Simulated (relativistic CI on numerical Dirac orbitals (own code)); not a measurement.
One change at a time: Ge21+

Base calculation: Dirac-Coulomb-Breit CI, KLI orbitals optimised for each configuration, model QED, unscaled Slater integrals.

CI space (outside the closed core [Ne]): 3s, 3p, 3d, 4s, 4p, 4d, 4f, 5s, 5p, 5d, 5f, 5g, 6s, 6p, 6d, 7s, 7p. Levels of other configurations are missing.

Variants: (1) non-relativistic limit. Shifts of the energy above 3s 2S_1/2, in eV, for the lowest level and the first level of each name with at least 55 % of one term (blank where a level changes its place among those of its configuration and J or its character, or is not in the variant):

```tsv
Level	Base	Δ(1)
3s 2S_1/2	0.000	0.000
3p 2P°_1/2	47.522	-1.464
3p 2P°_3/2	54.832	-8.774
3d 2D_3/2	118.692	-9.145
3d 2D_5/2	119.941	-10.394
4s 2S_1/2	409.431	-5.998
4p 2P°_1/2	428.638	-6.529
4p 2P°_3/2	431.534	-9.425
4d 2D_3/2	455.239	-9.546
4d 2D_5/2	455.799	-10.106
4f 2F°_5/2	466.913	-9.926
4f 2F°_7/2	467.131	-10.144
5s 2S_1/2	587.105	-8.105
5p 2P°_1/2	596.665	-8.347
5p 2P°_3/2	598.103	-9.786
5d 2D_3/2	609.599	-9.837
5d 2D_5/2	609.892	-10.131
5f 2F°_5/2	615.447	-10.053
5f 2F°_7/2	615.558	-10.164
5g 2G_7/2	616.132	-10.148
5g 2G_9/2	616.200	-10.216
6s 2S_1/2	680.173	-9.028
```

At this charge energies of transitions that change n are usually good to better than 1 %, and those within a shell (Δn = 0) to a few per cent.

Ionisation energy from the two ground configurations alone: base 879.684 eV. The NIST ASD value (semi-empirical) is 880.44 eV.
